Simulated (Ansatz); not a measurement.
`C[Si](C)([SiH3])Cl` + `C[O][Ga]([NH2])[Cl]` → `[NH2][Ga]([Cl])[O][SiH3]` + `C[Si](C)(C)Cl`  (redistribution)

Gas-phase electronic energies from Ansatz, PBE0-D4/def2-TZVP geometries. CCSD(T)/CBS adds triple-zeta CCSD(T) − MP2 to the extrapolated MP2 energy (def2 sets, frozen cores). DFT in def2-TZVPP. B3LYP here is the variant with VWN-RPA as its local correlation; programs differ in this. For Ga outer-core shells are correlated without core-valence functions, which leaves a few kJ/mol of doubt a bond. Scalar relativity is left out up to krypton. Each species was taken in one conformer, which may not be the lowest.

`C[Si](C)([SiH3])Cl`:

```xyz
14

C     1.464    0.060    1.160
Si   -0.124   -0.359    0.277
C    -1.504    0.792    0.777
Si    0.158   -0.428   -2.048
Cl   -0.672   -2.284    0.845
H     2.256   -0.646    0.900
H     1.318    0.028    2.242
H     1.797    1.065    0.886
H    -1.652    0.761    1.860
H    -2.443    0.515    0.294
H    -1.262    1.820    0.493
H     0.534    0.917   -2.569
H    -1.106   -0.851   -2.709
H     1.236   -1.388   -2.409
```

`C[O][Ga]([NH2])[Cl]`:

Cartesian coordinates in Å:
```
C 1.537 1.123 0.522
O 0.570 0.651 -0.385
Ga -0.638 -0.578 0.002
N -1.772 -1.174 -1.259
Cl -0.653 -1.412 1.972
H 1.425 2.205 0.648
H 2.539 0.927 0.125
H 1.466 0.655 1.511
H -2.576 -1.726 -1.014
H -1.898 -0.671 -2.121
```

`[NH2][Ga]([Cl])[O][SiH3]`:

Cartesian coordinates in Å:
```
N -0.493 2.516 -0.476
Ga 0.159 0.852 -0.622
Cl 1.388 0.272 -2.263
O -0.272 -0.376 0.573
Si 0.022 -1.968 0.808
H -0.959 2.832 0.356
H -0.167 3.269 -1.056
H -0.661 -2.382 2.060
H -0.500 -2.784 -0.323
H 1.482 -2.231 0.942
```

`C[Si](C)(C)Cl`:

Z-matrix (Å, degrees):
```
C
Si 1 1.862
H 1 1.092 2 110.9
H 1 1.092 2 110.9 3 -120.2
H 1 1.094 2 110.4 3 119.9
C 2 1.862 1 111.5 3 177.4
C 2 1.862 1 111.5 3 -57.2
Cl 2 2.079 1 107.3 3 60.1
H 6 1.092 2 110.9 1 -177.4
H 6 1.092 2 110.9 1 -57.2
H 6 1.094 2 110.4 1 62.7
H 7 1.094 2 110.4 1 -62.7
H 7 1.092 2 110.9 1 177.4
H 7 1.092 2 110.9 1 57.2
```

```tsv
level	ΔE (kJ/mol)	difference from CCSD(T)/CBS
PBE-D4	-180.9	33.2
r2SCAN-D4	-206.2	7.9
PBE0-D4	-193.9	20.2
B3LYP-D4	-203.9	10.2
ωB97X-V	-205.2	8.9
ωB97M-V	-215.4	-1.3
B2PLYP	-213.2	0.9
PBE	-181.0	33.1
r2SCAN	-206.3	7.8
PBE0	-194.1	20.0
B3LYP	-204.2	9.9
HF/def2-TZVPP	-229.5	-15.4
MP2/def2-TZVPP	-225.4	-11.3
SCS-MP2/def2-TZVPP	-222.7	-8.6
CCSD/def2-TZVPP	-215.6	-1.5
CCSD(T)/def2-TZVPP	-212.2	1.9
HF/def2-QZVPP	-231.5	-17.4
MP2/def2-QZVPP	-227.3	-13.2
SCS-MP2/def2-QZVPP	-224.7	-10.6
HF/CBS(def2)	-231.8	-17.7
MP2/CBS(def2)	-227.4	-13.3
CCSD/CBS(def2)	-217.6	-3.5
CCSD(T)/CBS	-214.1	0
```

Largest T1 diagnostic among the species: 0.013.

In def2-TZVPP, CCSD(T) changes the Hartree–Fock value by +17.4 kJ/mol (the triples alone add +3.5 kJ/mol) and MP2 by +4.1 kJ/mol. From PBE to PBE0 (25 % exact exchange), in def2-TZVPP and without D4, ΔE moves by −13.1 kJ/mol.
